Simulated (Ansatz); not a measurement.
Molecule: (1-chloro-2-methylprop-1-enyl)silane, C4H9ClSi (charge 0, singlet). SMILES: [SiH3]C(Cl)=C(C)C
Coordinates optimised at B3LYP-D3(BJ)/def2-TZVP (Ansatz, a first-principles code):
```
C
C 1 1.3377
C 1 1.4983 2 125.20
H 3 1.0857 1 112.64 2 -0.74
H 3 1.0939 4 108.73 1 122.15
H 3 1.0940 4 108.68 5 115.72
C 1 1.5044 2 120.37 3 179.86
H 7 1.0886 1 113.60 2 0.07
H 7 1.0937 8 107.84 1 -122.46
H 7 1.0937 8 107.84 9 -115.16
Cl 2 1.7722 1 120.40 3 -0.21
Si 2 1.8777 1 126.25 3 -179.98
H 12 1.4756 2 108.98 1 -177.79
H 12 1.4827 13 109.40 2 -121.04
H 12 1.4828 13 109.40 14 -117.94
```

Wanted: atomisation energy (electronic, to ground-state atoms), in kcal/mol. Cores are frozen in the correlated levels unless marked. Open shells are spin-unrestricted. Spin-orbit coupling is left out. Non-relativistic. The coupled-cluster limit lacks core correlation, which all-electron functionals hold. CBS(X,Y): correlation extrapolated as X^-3; Hartree-Fock from the larger set.

```csv
level,program,atomisation energy (kcal/mol)
BLYP-D3(BJ)/def2-TZVPD,Ansatz + dftd3,1339.7
```

Predict the CCSD(T)/CBS(cc-pV(T+d)Z,cc-pV(Q+d)Z) result (Ansatz).

1346.9 kcal/mol
